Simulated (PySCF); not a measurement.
**Scalar relativity in S³⁺ (sulfur, charge +3)**

[Ne] 3s2 3p1, 2P determinant; PBE calculated with PySCF 2.14 in dyall-acv3z (19s12p6d4f, 113 functions), once non-relativistic with a point nucleus and once with spin-free X2C-1e and a Gaussian nucleus.

```csv
shell,ε non-rel. (eV),"rms r non-rel. (bohr, spins averaged)"
1s α,-2440.8,0.1128
1s β,-2440.6,0.1128
2s α,-252.10,0.5233
2s β,-251.92,0.5233
2p α,-198.36,0.4932
2p β,-198.10,0.4932
3s α,-52.565,1.630
3s β,-51.182,1.630
3p α,-41.079,1.783
```

(1) How does scalar relativity move these shells?

The total energy goes from -395.4320 to -396.5291 hartree.

Relativity contracts and stabilises s shells directly. The contracted s shells screen the nucleus better, so for spin-averaged p shells the direct and indirect effects partly cancel.

Answers

(1) 1s α: ε -2448.0 eV, radius -0.52 %; 1s β: ε -2447.8 eV, radius -0.52 %; 2s α: ε -253.33 eV, radius -0.41 %; 2s β: ε -253.14 eV, radius -0.41 %; 2p α: ε -198.33 eV, radius -0.12 %; 2p β: ε -198.07 eV, radius -0.12 %; 3s α: ε -52.717 eV, radius -0.28 %; 3s β: ε -51.332 eV, radius -0.28 %; 3p α: ε -41.073 eV, radius -0.04 %.
